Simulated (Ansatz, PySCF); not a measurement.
Ti(Cl)3(NH2) anion (Cl3H2NTi), SMILES [NH2][Ti]([Cl])([Cl])[Cl] (connectivity only; charge and spin as stated), charge -1, multiplicity 2. Atoms are numbered in the order given.

```xyz
7

Ti    -0.1316    -0.1829    -0.0141
Cl     2.0048    -0.5309    -0.9024
Cl     0.0257     0.3031     2.2692
Cl    -1.3102     1.4738    -1.1853
N     -1.1169    -1.8105    -0.2012
H     -1.0258    -2.4603    -0.9787
H     -1.8868    -2.0976     0.3986
```
Charge -1, spin multiplicity 2.

Coordinates come from a B3LYP-D3(BJ)/def2-SVPD optimisation. The spin state was assumed, not searched. The isomer is the one that the SMILES or the coordinates give; other isomers of the formula were not compared. One conformer was computed; it need not be the lowest.

Two levels are set side by side: PBE-D3(BJ)/def2-SVPD (Ansatz, an electronic-structure program) and B3LYP-D3(BJ)/def2-SVPD (Ansatz). Each level has its own optimised geometry; the coordinates shown are those of the second. Frequencies come from the Hessian of PySCF at each geometry. Differences are taken from unrounded values.

```json
[
 {"quantity": "mean bond length (Å)", "B3LYP-D3(BJ)": "1.829"},
 {"quantity": "bond Ti1–Cl2 (Å)", "B3LYP-D3(BJ)": "2.340"},
 {"quantity": "bond Ti1–Cl3 (Å)", "B3LYP-D3(BJ)": "2.340"},
 {"quantity": "bond Ti1–Cl4 (Å)", "B3LYP-D3(BJ)": "2.346"},
 {"quantity": "bond Ti1–N5 (Å)", "B3LYP-D3(BJ)": "1.912"},
 {"quantity": "bond N5–H6 (Å)", "B3LYP-D3(BJ)": "1.017"},
 {"quantity": "bond N5–H7 (Å)", "B3LYP-D3(BJ)": "1.017"},
 {"quantity": "highest harmonic wavenumber (cm⁻¹)", "B3LYP-D3(BJ)": "3603"},
 {"quantity": "mean harmonic wavenumber (cm⁻¹)", "B3LYP-D3(BJ)": "792"},
 {"quantity": "zero-point energy (kcal/mol)", "B3LYP-D3(BJ)": "16.99"}
]
```

### Question
What does PBE-D3(BJ) give, and how far is it from B3LYP-D3(BJ)? (An estimate is asked for; the answer gives what the named calculation found.)

### Answer

```csv
quantity,PBE-D3(BJ),PBE-D3(BJ) minus B3LYP-D3(BJ)
mean bond length (Å),1.827,-0.002
bond Ti1–Cl2 (Å),2.333,-0.007
bond Ti1–Cl3 (Å),2.333,-0.007
bond Ti1–Cl4 (Å),2.338,-0.008
bond Ti1–N5 (Å),1.907,-0.004
bond N5–H6 (Å),1.026,0.009
bond N5–H7 (Å),1.026,0.009
highest harmonic wavenumber (cm⁻¹),3492,-112
mean harmonic wavenumber (cm⁻¹),771,-21
zero-point energy (kcal/mol),16.53,-0.46
```
